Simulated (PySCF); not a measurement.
# SMILES C=C[C@@]1(N)C[C@H]2C[C@H]21, C₇H₁₁N

Geometry:
| atom | x (Å) | y (Å) | z (Å) |
| --- | --- | --- | --- |
| C1 | 0.310 | -1.918 | -1.388 |
| C2 | 0.748 | -0.684 | -1.235 |
| C3 | 0.634 | 0.115 | 0.029 |
| N4 | 1.945 | 0.161 | 0.650 |
| C5 | -0.083 | 1.501 | -0.122 |
| C6 | -1.101 | 1.059 | 0.920 |
| C7 | -1.803 | -0.167 | 0.432 |
| C8 | -0.442 | -0.291 | 1.043 |
| H9 | 0.427 | -2.453 | -2.315 |
| H10 | -0.183 | -2.442 | -0.586 |
| H11 | 1.251 | -0.170 | -2.045 |
| H12 | 1.916 | 0.720 | 1.496 |
| H13 | 2.626 | 0.567 | 0.018 |
| H14 | -0.495 | 1.717 | -1.109 |
| H15 | 0.544 | 2.333 | 0.197 |
| H16 | -1.507 | 1.699 | 1.686 |
| H17 | -1.932 | -0.323 | -0.629 |
| H18 | -2.627 | -0.523 | 1.034 |
| H19 | -0.239 | -0.890 | 1.915 |

Computed, not measured: PySCF, TDDFT BHandHLYP/def2-SVPD circular dichroism and optical rotation, one conformer, gas phase. Geometry: GFN2-xTB.

The molecule is flexible and this is one conformer; a measurement averages over conformers. States above about 8.0 eV lie in this functional's continuum (it starts at minus the energy of the highest occupied orbital, well below the true ionisation energy for most functionals) and depend on the basis.

Q: Assign R or S to each stereocentre.

A: C3 S, C6 R, C8 R.

Q: Which excitations and rotatory strengths does the calculation give?

A: Rotatory strengths R in 10⁻⁴⁰ esu² cm², velocity form and length form (origin at the centre of mass); f in length form.
| state | E (eV) | λ (nm) | f | R (velocity) | R (length) | main |
| --- | --- | --- | --- | --- | --- | --- |
| 1 | 6.58 | 188 | 0.005 | -2.9 | -4.8 | HOMO→LUMO 0.77 |
| 2 | 6.97 | 178 | 0.050 | -13.3 | -14.4 | HOMO→LUMO+1 0.77, HOMO→LUMO+2 0.09 |
| 3 | 7.42 | 167 | 0.180 | +0.3 | -7.5 | HOMO−1→LUMO 0.62, HOMO−1→LUMO+3 0.14 |
| 4 | 7.50 | 165 | 0.110 | -2.0 | +7.6 | HOMO−1→LUMO+1 0.40, HOMO−1→LUMO+3 0.22 |
| 5 | 7.52 | 165 | 0.048 | +0.3 | +1.7 | HOMO→LUMO+3 0.28, HOMO→LUMO+2 0.21 |
| 6 | 7.80 | 159 | 0.007 | -5.3 | -5.0 | HOMO→LUMO+4 0.23, HOMO−2→LUMO 0.14 |
| 7 | 7.90 | 157 | 0.005 | +6.4 | +5.4 | HOMO−1→LUMO+2 0.21, HOMO→LUMO+2 0.17 |
| 8 | 7.92 | 157 | 0.008 | +6.2 | +5.9 | HOMO−2→LUMO+1 0.40, HOMO→LUMO+4 0.14 |
| 9 | 8.03 | 154 | 0.004 | -15.1 | -14.6 | HOMO−1→LUMO+2 0.44, HOMO→LUMO+4 0.17 |
| 10 | 8.13 | 153 | 0.019 | -8.0 | -8.2 | HOMO−2→LUMO 0.24, HOMO→LUMO+4 0.17 |
| 11 | 8.23 | 151 | 0.002 | +0.2 | +0.1 | HOMO−1→LUMO+3 0.22, HOMO−1→LUMO 0.19 |
| 12 | 8.37 | 148 | 0.010 | -25.3 | -26.1 | HOMO−2→LUMO+2 0.23, HOMO→LUMO+8 0.15 |
| 13 | 8.50 | 146 | 0.010 | -10.8 | -11.1 | HOMO−2→LUMO+2 0.19, HOMO−3→LUMO+1 0.13 |
| 14 | 8.54 | 145 | 0.022 | -24.4 | -24.6 | HOMO−3→LUMO+1 0.27, HOMO→LUMO+5 0.11 |
| 15 | 8.57 | 145 | 0.005 | -12.3 | -11.7 | HOMO−3→LUMO 0.31, HOMO→LUMO+7 0.08 |
| 16 | 8.60 | 144 | 0.018 | -19.4 | -19.1 | HOMO−3→LUMO+1 0.22, HOMO→LUMO+6 0.22 |

For states 3, 4 the two forms differ in sign, so the sign of R isn't settled.

Among the states computed, the strongest CD band (largest |R|) is state 12. The largest dissymmetry factor in size, g = 4R/(D+G), with D and G the electric and magnetic dipole strengths, is -0.037 for state 9 (velocity form, f = 0.005), among bands with |R| over 0.5. The mirror image has the same energies and oscillator strengths and all R with the opposite sign.
